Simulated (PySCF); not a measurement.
Job file and geometry (Å, from GFN2-xTB) of an NMR shielding run on SMILES C/C=C/[Si@@H]1C[SiH2][SiH2][Si@@H]1F, C₄H₁₃FSi₄, GIAO PBE0/pcSseg-1 NMR shielding, non-relativistic, gas phase (PySCF 2.14.0, density-fitted response routines); density fitting, a coarse starting grid and PySCF grid level 2 are the driver's defaults:

```
$ OMP_NUM_THREADS=1 python probes_run.py task.json out

{"job": {"kind": "nmr", "xc": "PBE0", "basis": "pcSseg-1"}, "charge": 0, "multiplicity": 1}
C      3.713078    -0.600217    -0.925981
C      2.623727     0.334390    -0.518336
C      1.416204    -0.031531    -0.108577
Si     0.014020     1.138109     0.336559
C     -0.866696     0.429475     1.888958
Si    -2.048820    -1.048418     1.583027
Si    -3.111917    -0.552095    -0.430784
Si    -1.662304     1.067602    -1.282614
F     -1.016840     0.543953    -2.685201
H      4.035522    -0.376319    -1.942796
H      4.578440    -0.480072    -0.273549
H      3.379578    -1.634689    -0.881591
H      2.877505     1.386145    -0.570688
H      1.197187    -1.093771    -0.070622
H      0.589025     2.452969     0.680540
H     -0.126369     0.157474     2.639864
H     -1.451317     1.237316     2.332612
H     -2.917007    -1.193777     2.760708
H     -1.237028    -2.275539     1.549174
H     -3.296167    -1.732580    -1.286547
H     -4.483108    -0.049853    -0.246439
H     -2.217123     2.340812    -1.750920
```

**Question.** Write the output of this run.

**Answer.** 
```
coarse grid: 19992 points
cycle   1  E = -1417.1088566936  dE =  5.999e-01  |g| = 7.052e-01  |ddm| = 4.289e+00
cycle   2  E = -1417.0006967681  dE =  1.082e-01  |g| = 1.060e+00  |ddm| = 2.058e+00
cycle   3  E = -1417.2110958145  dE = -2.104e-01  |g| = 9.609e-02  |ddm| = 1.417e+00
cycle   4  E = -1417.2125515624  dE = -1.456e-03  |g| = 3.762e-02  |ddm| = 1.298e-01
cycle   5  E = -1417.2128669024  dE = -3.153e-04  |g| = 7.616e-03  |ddm| = 4.573e-02
cycle   6  E = -1417.2128819454  dE = -1.504e-05  |g| = 2.658e-03  |ddm| = 1.242e-02
cycle   7  E = -1417.2128837389  dE = -1.793e-06  |g| = 4.826e-04  |ddm| = 2.900e-03
final grid: 173976 points
cycle   8  E = -1417.2682996057  dE = -3.428e-05  |g| = 7.391e-03  |ddm| = 2.843e-02
cycle   9  E = -1417.2682940007  dE =  5.605e-06  |g| = 8.549e-03  |ddm| = 1.558e-02
cycle  10  E = -1417.2683137865  dE = -1.979e-05  |g| = 6.040e-04  |ddm| = 8.913e-03
cycle  11  E = -1417.2683138596  dE = -7.311e-08  |g| = 2.478e-04  |ddm| = 9.194e-04
cycle  12  E = -1417.2683138751  dE = -1.547e-08  |g| = 6.121e-05  |ddm| = 2.646e-04
cycle  13  E = -1417.2683138758  dE = -7.130e-10  |g| = 3.103e-05  |ddm| = 8.386e-05
converged SCF energy = -1417.2683138758

GIAO shielding tensors (ppm)
atom      isotropic    diamagn.    paramagn.     s11        s22        s33       span
  0 C      159.603     247.787     -88.184    146.165    146.892    185.753     39.588
  1 C       30.327     256.652    -226.326    -97.049     32.445    155.584    252.633
  2 C       58.648     264.712    -206.065    -49.252     66.986    158.209    207.461
  3 Si     391.538     883.381    -491.843    364.736    392.227    417.651     52.915
  4 C      195.705     258.298     -62.593    185.734    199.888    201.494     15.760
  5 Si     421.100     880.567    -459.467    381.620    409.343    472.336     90.716
  6 Si     482.828     881.748    -398.920    456.293    487.913    504.277     47.984
  7 Si     313.386     878.396    -565.010    198.243    300.568    441.347    243.104
  8 F      444.219     471.302     -27.083    365.767    472.423    494.467    128.700
  9 H       29.617      27.348       2.269     26.032     27.407     35.412      9.379
 10 H       29.578      26.682       2.896     26.058     27.197     35.480      9.422
 11 H       29.830      30.128      -0.297     26.225     29.974     33.293      7.068
 12 H       25.115      33.671      -8.556     22.263     23.059     30.024      7.761
 13 H       25.846      36.704     -10.859     22.217     24.374     30.946      8.729
 14 H       26.996      31.779      -4.783     23.609     25.062     32.316      8.708
 15 H       31.346      32.628      -1.282     25.887     28.587     39.564     13.677
 16 H       32.309      31.570       0.739     26.629     29.512     40.786     14.157
 17 H       27.418      28.844      -1.426     23.269     25.100     33.885     10.616
 18 H       27.385      30.065      -2.680     23.742     25.537     32.877      9.135
 19 H       28.186      29.644      -1.458     24.865     25.078     34.616      9.751
 20 H       28.469      29.068      -0.599     24.723     25.464     35.220     10.496
 21 H       25.310      28.364      -3.054     22.319     24.215     29.396      7.077
```

**Question.** Turn these shieldings into chemical shifts. Scale: TMS for $^{13}$C (186.93 ppm), $^{29}$Si (349.16 ppm), $^{1}$H (31.72 ppm); $^{19}$F (170.95 ppm) against CFCl3 (reference shieldings calculated alike).

**Answer.** Averaging equivalent atoms: C 1: 156.6; C 2: 128.3; C 0: 27.3; C 4: -8.8; Si 7: 35.8; Si 3: -42.4; Si 5: -71.9; Si 6: -133.7; F 8: -273.3; H 12: 6.60; H 21: 6.41; H 13: 5.87; H 14: 4.72; H 18: 4.33; H 17: 4.30; H 19: 3.53; H 20: 3.25; H 9/10/11: 2.04; H 15: 0.37; H 16: -0.59 ppm. Unscaled 19F shifts against computed CFCl3 carry errors that often reach 10 to 50 ppm.

Size and cost of the density-fitted run: 246 basis functions, 110 s wall time on 1 thread of an Arm Neoverse N1, shared host; peak memory 1.2 GiB.
